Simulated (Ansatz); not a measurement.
```yaml
crystal:
  periodic: [false, false, false]
  atoms:
    - {symbol: Pt, position_ang: [0.349813, 0.296373, 0.076876]}
    - {symbol: Na, position_ang: [2.579552, -1.333744, 0.003294]}
    - {symbol: Na, position_ang: [-0.528449, -1.969009, 1.474456]}
    - {symbol: Na, position_ang: [0.346522, 2.176402, -1.913903]}
    - {symbol: Na, position_ang: [-0.173211, -1.321241, -2.136035]}
    - {symbol: Na, position_ang: [-2.383912, 0.822756, -0.087052]}
    - {symbol: Na, position_ang: [-0.190305, 1.328462, 2.582374]}
basis:
  gaussian: {orbitals: def2-TZVPD, initial_orbitals: start.molden}
total_charge: -1
magnetization: {spin_polarized: true, initial_magnetization: 1}
hamiltonian: {xc: {name: CAM-B3LYP}, dispersion: d4}
scf: {omitted_lower_state_checks: [starts]}
output: {orbitals: {seedname: orbitals}}
```

The file start.molden holds the orbitals of an earlier run on this structure, at another level or in another basis.

```sh
$ ansatz run in.yaml --threads 4 --pin off --events-out ev --progress --plain --max-ram 4787MiB
```

Q: Does this run fit into the memory that it is given?

A: No. It has 253 basis functions, and Ansatz plans for 4.70 GiB where 4.67 GiB are given.
